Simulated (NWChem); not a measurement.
Molecule: HfF4; SMILES [Hf]([F])([F])([F])[F]

All runs: NWChem. Coordinates come from a PBE0/def2-SVP optimisation. def2 effective core potentials on Hf; no spin-orbit coupling. Total energies compare along this basis series because the functional is fixed.

```tsv
level	basis functions	energy (Ha)	highest occupied level (eV)	orbital gap (eV)	relative time
PBE/def2-SVP	88	-447.0739	-9.89	8.34	1
PBE/def2-SVPD	127	-447.1083	-10.27	8.46	3
PBE/def2-TZVP	164	-447.5763	-10.10	8.47	4
PBE/def2-TZVPD	203	-447.5806	-10.16	8.47	6
PBE/def2-TZVPP	180	-447.5832	-10.10	8.46	5
```

Times are rough ratios from one shared machine.
